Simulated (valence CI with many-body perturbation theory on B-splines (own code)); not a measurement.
Level structure of V II

Level of theory: valence CI with perturbative core correlation (CI+MBPT): four valence electrons over a frozen Dirac-Fock core [Ar], a basis of 9 s, 9 p, 10 d, 8 f, 5 g, 3 h, 1 i functions for each j, with the one-electron correlation potential Σ1 (screened to all orders), the two-electron term Σ2, the three-electron term Σ3, Breit, model QED; selected single and double excitations, second order for the rest, scaled by the run's own slope (own B-spline code, finite nucleus).

Set against measurement, 12 paired levels are off by 831 cm⁻¹ on average, the worst by 1312. These come from a selection out of the NIST Handbook of Basic Atomic Spectroscopic Data. Levels without a partner in it may be off by more, other configurations by 1,000 to 4,000 cm⁻¹. Among the levels kept, up to 570 cm⁻¹ of a level comes from second order outside the variational space, and about a tenth of that is noise between levels of different J, which matters for small intervals.

Levels 1 to 45 of 61, with energies above the lowest level, 3d⁴ ⁵D_0. "Leading %" is the weight of the configuration and term that name the level; weights of strongly mixed levels are sums over their largest components and can fall short. Lifetimes count E1, E2, E3, M1 and M2 decay at the calculated energies, and are blank where another channel may lead or the interval is too uncertain; long ones can be off by a factor of two.

```
No.  Configuration  Term  J  E (cm⁻¹)  Leading %  Lifetime       g
  1            3d⁴    ⁵D  0       0.0         98                  
  2            3d⁴    ⁵D  1      43.6         98             1.501
  3            3d⁴    ⁵D  2       117         98   43700 s   1.501
  4            3d⁴    ⁵D  3       219         98   20800 s   1.501
  5            3d⁴    ⁵D  4       345         98   18300 s   1.501
  6          3d³4s    ⁵F  1      1399         96            -0.002
  7          3d³4s    ⁵F  2      1489         97             1.000
  8          3d³4s    ⁵F  3      1610         97    7670 s   1.250
  9          3d³4s    ⁵F  4      1765         96    4620 s   1.351
 10          3d³4s    ⁵F  5      1948         96    4690 s   1.401
 11          3d³4s    ³F  2      7338         88     368 s   0.666
 12          3d³4s    ³F  3      7539         88     350 s   1.083
 13          3d³4s    ³F  4      7786         87             1.250
 14            3d⁴    ³P  0     10947         81    28.7 s        
 15            3d⁴    ³P  1     11162         81    33.1 s   1.501
 16            3d⁴    ³P  2     11547         81    49.4 s   1.501
 17            3d⁴    ³H  4     11908         95     716 s   0.801
 18            3d⁴    ³H  5     11981         95     808 s   1.034
 19            3d⁴    ³H  6     12062         95     961 s   1.167
 20          3d³4s    ⁵P  1     12589         96    3.43 s   2.501
 21          3d³4s    ⁵P  2     12681         96    3.37 s   1.833
 22          3d³4s    ⁵P  3     12824         97    3.28 s   1.668
 23          3d³4s    ³G  3     13315         48             0.790
 24          3d³4s    ³G  4     13401         46             1.082
 25            3d⁴    ³F  2     13474         89    66.3 s   0.666
 26          3d³4s    ³G  5     13546         57    40.3 s   1.200
 27            3d⁴    ³F  3     13568         78             1.041
 28            3d⁴    ³F  4     13644         73             1.216
 29            3d⁴    ³G  3     15861         57    38.8 s   0.750
 30            3d⁴    ³G  4     15933         56    35.5 s   1.050
 31            3d⁴    ³G  5     16033         57    28.9 s   1.200
 32          3d³4s    ¹G  4     16953         68             0.999
 33          3d³4s    ³D  1     17564         53             0.527
 34          3d³4s    ³D  2     17602         49    13.0 s   1.191
 35          3d³4s    ³D  3     17703         48             1.334
 36          3d³4s    ³P  2     18103         85             1.470
 37          3d³4s    ³P  1     18130         91             1.473
 38          3d³4s    ³P  0     18134         94                  
 39            3d⁴    ¹I  6     18317         96             1.001
 40          3d³4s    ³H  4     18453         52             0.891
 41          3d³4s    ³H  5     18617         94             1.034
 42          3d³4s    ³H  6     18699         94             1.166
 43          3d³4s    ³H  4     18705         42             0.911
 44          3d³4s    ³P  0     19652         78                  
 45          3d³4s    ¹D  2     19710         55             1.010
```

Names give the largest LS component (configuration and term), which can be under half, so a name can repeat, a term be missing and a line seem to break the LS rules; names also repeat where a configuration has a term twice.

Where two levels of one J and parity lie close, their mixing, g and order are uncertain.

The ionisation energy to 3d³ ⁴F3/2 of the next ion comes out as 14.378 eV (NIST: 14.634 ± 0.007 eV (measured), further off than twice its uncertainty). All 61 levels together are meant to be complete up to 31474 cm⁻¹.
